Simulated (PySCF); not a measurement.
Al(Me)(OMe)(NH2) (C2H8AlNO), SMILES C[O][Al]([CH3])[NH2]. Atoms are numbered in the order given.

```xyz
13

Al     0.1428     0.2002     0.4248
C      1.3543    -0.2620     1.8848
H      1.0603    -1.2261     2.3498
H      1.3756     0.5070     2.6835
H      2.3911    -0.3909     1.5100
O      0.0030    -0.9060    -0.8852
C     -0.6973    -0.9936    -2.0891
H     -1.3283    -0.0973    -2.3094
H      0.0012    -1.1173    -2.9498
H     -1.3771    -1.8780    -2.0955
N     -0.8135     1.7090     0.3997
H     -0.7876     2.4204     1.1332
H     -1.4626     1.9985    -0.3348
```
Charge 0, spin multiplicity 1.

Geometry optimised at PBE-D3(BJ)/def2-SVP. The values are those of a single conformer.

These are PySCF with C-PCM-M06-2X/def2-SVP values and carry that method's errors.

The values are the electrostatic part of the solvation free energy, E(continuum) − E(gas) at the gas-phase geometry, in a cavity of scaled van der Waals radii (PySCF's table); cavitation and dispersion terms are not included. A continuum can't describe solvent molecules that bind to the metal. In vacuum the orbital gap is 9.51 eV. The dipole moment in vacuum is 1.67 D.

| solvent | ε | ΔG(elec) (kcal/mol) | dipole (D) | gap (eV) |
|---|---|---|---|---|
| water | 78.36 | -4.9 | 2.13 | 9.55 |
| ethylethanoate | 5.99 | -4.1 | 2.04 | 9.55 |
| tetrahydrofuran | 7.43 | -4.3 | 2.06 | 9.55 |
